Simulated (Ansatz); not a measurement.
Species: SbH₅ (charge 0, singlet). SMILES: [SbH5]
Geometry from a B3LYP-D3(BJ)/def2-TZVP (Ansatz, a quantum-chemistry and plane-wave program) optimisation:
```xyz
6

Sb     0.0000     0.0000     0.0000
H     -0.0107     0.0040     1.7743
H      0.0107    -0.0040    -1.7743
H      1.7149    -0.0292     0.0104
H     -0.8322     1.4998    -0.0084
H     -0.8827    -1.4706    -0.0020
```
Charge 0, spin multiplicity 1.

Property: vertical ionisation energy (to the doublet state of charge +1; each state is the SCF solution reached for its spin; the molecule has degenerate orbitals, so one determinant may break the symmetry), in eV. Correlated levels leave the core frozen unless marked. UHF or UKS for open shells. Spin-orbit coupling is left out. The frozen core is the preceding noble-gas configuration, with the filled d and f shells of earlier blocks. In def2 rows, elements after Kr have scalar-relativistic effective core potentials. Basis-set limits of correlation are two-point, X^-3; Hartree-Fock from the larger set. [CCSD(T)-MP2]/basis is that difference in the basis named.

```csv
level,program,vertical ionisation energy (eV)
HF/def2-SVPD,Ansatz,7.98
SVWN5/def2-TZVPD,Ansatz,8.32
```

Problem. Estimate the value at RI-MP2/CBS(def2-TZVPPD,def2-QZVPPD)+[CCSD(T)-MP2]/def2-TZVPPD as computed with Ansatz.

Solution. 8.80 eV, so SVWN5/def2-TZVPD differs from it by -0.48 eV.
